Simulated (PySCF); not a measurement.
These 2 structures share the formula C8H20Si. The calculation used PySCF 2.14.0, PBE0-D3(BJ)/def2-SVP geometry optimisation, gas phase. Energies are electronic, without zero-point or thermal terms, for one conformer each. No frequencies were run at this level. Point groups hold within 0.08 Å.

Question: Rank from lowest to highest electronic energy at this level (kcal/mol).
A. Si(iPr)2Me2, `CC(C)[Si](C)(C)C(C)C`
B. `[CH3:1][CH2:2][Si:3]([CH2:4][CH3:5])([CH2:6][CH3:7])[CH2:8][CH3:9]` with C1–C2–Si3–C4 -179°, C2–Si3–C4–C5 178°, C2–Si3–C6–C7 59°, C2–Si3–C8–C9 -59°

Answer: A (0.0), B (2.9).

| SMILES | E (Eh) | E rel (kcal/mol) | dipole (D) | point group | A, B, C (MHz) |
| --- | --- | --- | --- | --- | --- |
| CC(C)[Si](C)(C)C(C)C | -605.61986 | 0.0 | 0.01 | C2 | 1628, 959.8, 844.4 |
| CC[Si](CC)(CC)CC | -605.61516 | 2.9 | 0.00 | – | 1185, 1179, 761.6 |

How do the relative energies change in single points at PBE0/pcSseg-1 (no added dispersion term) on the same geometries?

| SMILES | PBE0-D3(BJ)/def2-SVP (kcal/mol) | PBE0/pcSseg-1 (kcal/mol) | shift |
| --- | --- | --- | --- |
| CC(C)[Si](C)(C)C(C)C | 0.0 | 0.0 | 0.0 |
| CC[Si](CC)(CC)CC | 2.9 | 2.8 | -0.1 |

Each column counts from its own lowest isomer. The order is unchanged; the largest shift is 0.1 kcal/mol.
